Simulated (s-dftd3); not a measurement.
F2La, doublet, geometry from GFN2-xTB (such geometries of metal compounds can be far from the true shape) (the multiplicity is a formal guess); s-dftd3 with D3(zero) for blyp.

Input for s-dftd3:
```
$ s-dftd3 mol.xyz --zero blyp --json dftd3.json --noedisp --grad

# file mol.xyz
3

La     0.35119851     0.23883053     0.07480380
F     -1.58633943     0.28362235    -1.33070388
F     -0.63791783    -1.79621569     0.85694648
```

What the program printed (banner, timings and long lists left out):

```
-----------------------------------
 s i m p l e   D F T - D 3  v1.4.0
-----------------------------------

Zero (Chai-Head-Gordon) damping: blyp-D3(0)
--------------------
  s6         1.0000
  s8         1.6820
  s9         0.0000
 rs6         1.0940
 rs8         1.0000
 alp        14.0000
--------------------

Dispersion energy:      -3.5611309528390E-04 Eh

Gradient norm:           2.8424252258664E-04 Eh/a0
--------------------------------------------------
     #    Z           dE/dx      dE/dy      dE/dz
--------------------------------------------------
     1   57 La   -1.171E-04 -7.966E-05 -2.495E-05
     2    9 F     1.129E-05  1.435E-04 -9.658E-05
     3    9 F     1.059E-04 -6.385E-05  1.215E-04
--------------------------------------------------

Virial:
--------------------------------------------------
      component           x          y          z
--------------------------------------------------
          x      -2.392E-04 -4.061E-04  1.265E-04
          y      -4.061E-04  2.577E-04 -4.755E-04
          z       1.265E-04 -4.755E-04  4.362E-04
--------------------------------------------------

[Info] JSON dump of results written to 'dftd3.json'
```
